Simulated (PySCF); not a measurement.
CHO2, SMILES [OH+]=C=O, charge +1. Atoms are numbered in the order given.

```xyz
4

O     -0.0173     1.2285     0.0000
C     -0.0105     0.1089     0.0000
O      0.1111    -1.1002     0.0000
H     -0.6878    -1.6791     0.0000
```
Charge +1, spin multiplicity 1.

Geometry optimised at PBE0-D3(BJ)/def2-TZVP. The isomer is the one that the SMILES or the coordinates give; other isomers of the formula were not compared.

Two levels are set side by side: PBE/pcSseg-2 (PySCF) and PBE0/pcSseg-2 (PySCF). GIAO shifts against H2O (¹⁷O), TMS (¹H), TMS (¹³C) at the same level; non-relativistic, no solvent, atoms listed together averaged. Differences are taken from unrounded values.

```
quantity             PBE0
------------------  -----
δ(¹⁷O) of O1 (ppm)  229.7
δ(¹³C) of C2 (ppm)  131.3
δ(¹⁷O) of O3 (ppm)   61.7
δ(¹H) of H4 (ppm)    9.11
```

What does PBE give, and how far is it from PBE0? (Estimate from the structure and the level; the computed values follow.)


```
quantity              PBE  PBE minus PBE0
------------------  -----  --------------
δ(¹⁷O) of O1 (ppm)  229.3            -0.4
δ(¹³C) of C2 (ppm)  126.7            -4.6
δ(¹⁷O) of O3 (ppm)   66.1             4.4
δ(¹H) of H4 (ppm)    8.72           -0.39
```

Rough cost on one machine, each run with all the roots and properties that it gave: PBE0 against PBE within a factor of 2.
